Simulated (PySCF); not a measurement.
CH3BeClS. Atoms are numbered in the order given.

```xyz
7

Be     0.2660    -0.5073     0.0000
Cl    -0.1543    -2.2757     0.0000
S      0.7094     1.3331     0.0000
C     -0.9795     2.0949     0.0000
H     -1.5440     1.8177     0.9002
H     -0.8277     3.1825     0.0000
H     -1.5440     1.8177    -0.9002
```

Coordinates come from a B3LYP-D3(BJ)/def2-SVP optimisation. The values are those of a single conformer.

Method: PySCF with KT2/pcSseg-2.

GIAO shieldings, no solvent; atoms alike by connectivity are averaged. δ = σ(ref) − σ: ³⁵Cl against HCl (σ = 945.0 ppm); ³³S against H2S (σ = 720.7 ppm); ¹³C against TMS (σ = 184.2 ppm); ¹H against TMS (σ = 31.47 ppm), references at their B3LYP-D3(BJ)/def2-TZVP geometries, non-relativistic (without spin–orbit terms, shifts of atoms bonded to Cl or Br come out too high).

Estimate the chemical shifts. (An estimate is asked for; the answer gives what the named calculation found.)


```tsv
nucleus	atoms	count	δ (ppm)
³⁵Cl	Cl2	1	24.2
³³S	S3	1	41.9
¹³C	C4	1	12.7
¹H	H5, H6, H7	3	2.54
```
